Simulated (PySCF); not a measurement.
Start geometry of `C(C(C)(C)C(C)C)C` (2,3,3-trimethylpentane) from GFN2-xTB (Å):
```
atom  x, y, z in Å
C1     2.2438    0.8202    0.7553
C2     1.5635    0.1740   -0.4566
C3     0.1845   -0.4992   -0.2050
C4     0.4427   -1.6580    0.7804
C5    -0.2737   -1.0873   -1.5426
C6    -0.8235    0.5124    0.3912
C7    -1.0069    1.7558   -0.4659
C8    -2.1766   -0.1092    0.6560
H9     2.3686    0.1404    1.5791
H10    1.6245    1.6729    1.1321
H11    3.1899    1.2327    0.4743
H12    1.4645    0.9175   -1.2437
H13    2.2222   -0.5792   -0.8398
H14    0.5429   -1.2961    1.8051
H15   -0.4532   -2.3374    0.7842
H16    1.2806   -2.2300    0.5028
H17   -0.3979   -0.2915   -2.2819
H18   -1.2207   -1.6062   -1.4107
H19    0.4646   -1.7946   -1.9059
H20   -0.4470    0.8360    1.3674
H21   -1.4391    1.5015   -1.4508
H22   -1.7142    2.4071    0.0136
H23   -0.0798    2.3124   -0.6295
H24   -2.8379    0.6213    1.1421
H25   -2.1042   -0.9911    1.3176
H26   -2.6857   -0.3998   -0.2655
```

Question: What comes out of this run: PySCF 2.14.0, PBE0-D3(BJ)/def2-SVP geometry optimisation, gas phase?

Answer: 
```
atom  x, y, z in Å
C1     2.4609    0.8091    0.6136
C2     1.8507    0.0684   -0.5664
C3     0.5013   -0.6422   -0.3223
C4     0.7137   -1.7750    0.6891
C5     0.0619   -1.2583   -1.6538
C6    -0.5627    0.3556    0.2252
C7    -0.7261    1.6120   -0.6269
C8    -1.9324   -0.2780    0.4636
H9     2.6120    0.1498    1.4821
H10    1.8358    1.6529    0.9441
H11    3.4452    1.2216    0.3443
H12    1.7397    0.7648   -1.4144
H13    2.5643   -0.6984   -0.9156
H14    0.9475   -1.3898    1.6938
H15   -0.1757   -2.4156    0.7792
H16    1.5489   -2.4214    0.3747
H17   -0.0961   -0.4918   -2.4281
H18   -0.8688   -1.8362   -1.5523
H19    0.8358   -1.9470   -2.0284
H20   -0.1880    0.6792    1.2134
H21   -1.0851    1.3715   -1.6405
H22   -1.4694    2.2859   -0.1733
H23    0.2095    2.1802   -0.7295
H24   -2.6069    0.4463    0.9461
H25   -1.8819   -1.1611    1.1163
H26   -2.4099   -0.5833   -0.4810
```

The energy falls by 4.5 kcal/mol over 10 energy and gradient evaluations, the largest force component goes from 0.0551 to 1.6e-04 Eh/bohr, and the atoms move by 0.064 Å rms after alignment. The bond that changes most is C4–H16 (methyl carbon to methyl hydrogen), which lengthens by 0.050 Å. Bonds longer at the end by more than 0.005 Å: 16 of 25; shorter: 6. Among the angles that change most is H14–C4–H16, from 110.8° to 107.7°. Among the dihedrals that turn most is C6–C3–C4–H14, from -42° to -53°. Rotational constants go from 2277, 1633, 1387 to 2250, 1644, 1376 MHz. The orientation of the end geometry is arbitrary; only internal coordinates are fixed.

The run used 202 basis functions and 53 SCF cycles in all. Hardware: an AMD EPYC 9R45 with one thread, shared host with 96 logical CPUs at a one-minute load of 11. Cost: 99 s wall, 0.92 GiB resident at most.

No PBE0-D3(BJ)/def2-SVP frequencies stand behind this structure, so it isn't proved a minimum. The numbers are those of one conformer.
